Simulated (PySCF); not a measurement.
Compound: 2-vinyl-1,3-dioxolane, C₅H₈O₂.
Atom-mapped SMILES: `[CH2:1]=[CH:2][CH:3]1[O:4][CH2:5][CH2:6][O:7]1` (hydrogens: H8, H9 on C1; H10 on C2; H11 on C3; H12, H13 on C5; H14, H15 on C6)

Geometry (GFN2-xTB, Å), atoms numbered from 1 in this order:
```xyz
15
C5H8O2 angstrom
C      2.0541    0.6224    0.2297
C      1.4877   -0.3392   -0.4715
C      0.2273   -0.1584   -1.2882
O     -0.4790    1.0142   -0.9727
C     -1.3719    0.6829    0.0725
C     -1.4345   -0.8606    0.0495
O     -0.6761   -1.2196   -1.0844
H      1.6368    1.6158    0.2468
H      2.9540    0.4598    0.7979
H      1.8855   -1.3433   -0.5102
H      0.4802   -0.1339   -2.3575
H     -0.9979    1.0525    1.0341
H     -2.3337    1.1508   -0.1490
H     -2.4438   -1.2500   -0.0849
H     -0.9930   -1.2854    0.9603
```

The closed-shell SCF was solved with PySCF and density fitting under several settings on one GFN2-xTB geometry (grid level 2 and gas phase unless stated).

```
      settings  basis functions  SCF cycles     E (Eh)  HOMO (eV)  LUMO (eV)  dipole (D)
 PBE0/pcSseg-1              159          14  -345.3114      -7.65       0.07        1.62
PBE0/def2-SVPD              210          14  -345.1185      -7.73      -0.08        1.53
```

Question: Estimate the row for these settings: BLYP/IGLO-II.

Answer: 
```json
{"settings": "BLYP/IGLO-II", "basis functions": "202", "SCF cycles": "15", "E (Eh)": "-345.7145", "HOMO (eV)": "-5.96", "LUMO (eV)": "-0.88", "dipole (D)": "1.45"}
```

Question: Over all rows, what range does the HOMO–LUMO gap span?

Answer: From 5.08 eV (BLYP/IGLO-II) to 7.72 eV (PBE0/pcSseg-1). The functional of the narrowest has no exact exchange, that of the widest 25 % exact exchange.

Question: And the dipole moment?

Answer: From 1.45 D (BLYP/IGLO-II) to 1.62 D (PBE0/pcSseg-1); the largest is 1.12 times the smallest, and the median is 1.53 D.

Question: Compare two rows with the functional PBE0: PBE0/pcSseg-1 and PBE0/def2-SVPD. Which energy is lower, and by how much?

Answer: PBE0/pcSseg-1 (159 functions) lies 0.1929 Eh or 121 kcal/mol below PBE0/def2-SVPD (210 functions). The smaller set gives the lower energy; the two sets aren't nested, so the variational bound doesn't order them by size.

Cycle counts include a coarse-grid stage where the run had one.

One conformer stands for the species.
